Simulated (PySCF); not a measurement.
Problem. Give a GFN2-xTB geometry of `C=C/C=C\COC`.

Solution. 
```xyz
17
C6H10O angstrom
C      3.4795   -0.0084   -0.1459
C      2.1514   -0.0672   -0.1542
C      1.3069    1.1048   -0.0889
C     -0.0259    1.0967   -0.0746
C     -0.8994   -0.1181   -0.1184
O     -2.2461    0.2977   -0.1030
C     -3.1529   -0.7700   -0.1232
H      3.9993    0.9339   -0.0866
H      4.0927   -0.8916   -0.1961
H      1.6526   -1.0248   -0.2138
H      1.8260    2.0532   -0.0482
H     -0.5816    2.0211   -0.0255
H     -0.6985   -0.7722    0.7490
H     -0.7010   -0.7105   -1.0294
H     -3.0365   -1.3785   -1.0300
H     -3.0237   -1.4195    0.7525
H     -4.1500   -0.3347   -0.1072
```

Orientation and origin are arbitrary. Atoms count from 1 in this order. The 7 heavy atoms lie in one plane (0.007 Å rms). Of the pairs four or more bonds apart, C5···H10 is among the closest relative to their van der Waals radii: 2.71 Å, 93 % of the sum of Bondi's values. The 4 C–C bonds span 1.329 Å (C1=C2, drawn double) to 1.497 Å (C4–C5, drawn single), a spread of 0.168 Å. O6 (ether oxygen) is bent (angle 113.2°).

Bonds between heavy atoms (Å): C1=C2 1.329, C2–C3 1.446, C3=C4 1.333, C4–C5 1.497, C5–O6 1.410, O6–C7 1.401.

The geometry is computed with GFN2-xTB (gas phase).

No frequency check. The numbers are those of one conformer (C1–C2–C3–C4 -179°, C3–C4–C5–O6 -179°, C4–C5–O6–C7 -179°).
